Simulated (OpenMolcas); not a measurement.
Cu3+: moving or changing the point charges

Cu3+ among 6 point charges of -2.2 e arranged as an octahedron (Oh), 2.02 Å from the ion.
```
   2.0200    0.0000    0.0000  -2.20
   0.0000    2.0200    0.0000  -2.20
  -2.0200    0.0000    0.0000  -2.20
   0.0000   -2.0200    0.0000  -2.20
   0.0000    0.0000    2.0200  -2.20
   0.0000    0.0000   -2.0200  -2.20
```

- Program: OpenMolcas
- Method: CASSCF
- Basis: ANO-RCC-VTZP [6s5p3d2f1g]
- Scalar Hamiltonian: DKH2, point nucleus
- Active space: 8 electrons in 5 orbitals (3d)
- State averaging: 2S+1 = 3 even, 10 roots; 2S+1 = 1 even, 15 roots
- Spin-orbit coupling: RASSI with atomic mean-field integrals over the reference wave functions

Runs around this geometry, states (labels of O, the rotations of Oh). Energies in cm-1 above the lowest state or level, χT in cm3 K/mol; 10Dq and B are least-squares fits to the states below 45000 cm-1, weighted by degeneracy, with a free offset, and given where the rms deviation is under 5 % of |10Dq| (or 100 cm-1) and under 700 cm-1.

| R (Å) | q (e) | Ground state | First state of that spin | 10Dq | B (rms of fit) | First gap with spin-orbit (degeneracies) | χT at 300 K | First state of another spin |
| --- | --- | --- | --- | --- | --- | --- | --- | --- |
| 2.02 | -1.43 | 3A2 | 3T2 1352 | 1312 | 1495 (26) | 1066 (3, 2) | 2.890 | 1E 19668 |
| 2.02 | -2.2 | 3A2 | 3T2 2070 | 1999 | 1494 (41) | 1730 (3, 2) | 2.525 | 1E 20125 |
| 2.13 | -2.2 | 3A2 | 3T2 1595 | 1545 | 1495 (31) | 1286 (3, 2) | 2.750 | 1E 19831 |

Taking |10Dq| as R^-n, n = -ln(1545 / 1999) / ln(2.13 / 2.02) = 4.9 between the shortest and longest distance. The point-charge formula for a cubic d site gives n = 5.

Scaling the charges by -1.43 / -2.2 = 0.65 scales |10Dq| by 1312 / 1999 = 0.66; with fixed orbitals a first-order splitting would follow the charge.

Without dynamic correlation the repulsion within the d shell is too large (B by tens of per cent), so at a given field states of lower spin stand too high. The ground term spreads over less than 5000 cm-1, several times less than with real ligands, so orbital moments are less quenched and χT lies further from the spin-only value than at real sites. This field is weak: 10Dq is about 1312 cm-1, while octahedral complexes of 3d ions of charge 3 and more, computed by the same method with explicit ligands, had a median near 15000 cm-1. Ground spin and moment need not be those of a real site (figures for R = 2.02, q = -1.43; the like holds for R = 2.02, q = -2.2, R = 2.13, q = -2.2). This is an electrostatic model: the charges have no orbitals. No measured value stands beside these numbers.
